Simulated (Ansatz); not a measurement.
CH$_{5}$NSeSi (`N=C[SiH2][SeH]`), relaxed with RKS PBE-D4/def2-SVP in the Gaussian-basis code of Ansatz from a rough embedded geometry. The force threshold is 0.03 eV/Å; the program also tests the step.

Total charge 0; spin multiplicity 1.

Start:

```xyz
9

N     1.481   -0.668    0.301
C     0.787    0.316    0.588
Si   -0.733    0.634   -0.381
Se   -2.152   -1.022   -0.200
H     2.349   -0.903    0.902
H     1.089    0.995    1.379
H    -0.345    0.804   -1.845
H    -1.315    1.921    0.043
H    -1.160   -2.078   -0.788
```

Task: By how much does the energy fall, and how many steps does the optimiser take? (Best estimate.)

Result: Computed: 45.97 kJ/mol, in 21 steps, 2 of them rejected.

Task: Which bonds change most? (Estimate.)

Result: The calculation gave: Si3–Se4 from 2.189 to 2.305 Å; Se4–H9 from 1.563 to 1.487 Å; C2–Si3 from 1.829 to 1.902 Å; N1–C2 from 1.238 to 1.286 Å.

Task: Give the relaxed structure. (An estimate is asked.)

Result: Computed: 
```xyz
9

N     1.869   -0.322    0.077
C     0.823    0.201    0.612
Si   -0.655    0.629   -0.506
Se   -2.342   -0.889   -0.105
H     2.575   -0.549    0.805
H     0.704    0.367    1.714
H    -0.213    0.645   -1.940
H    -1.266    1.944   -0.106
H    -1.494   -2.026   -0.551
```
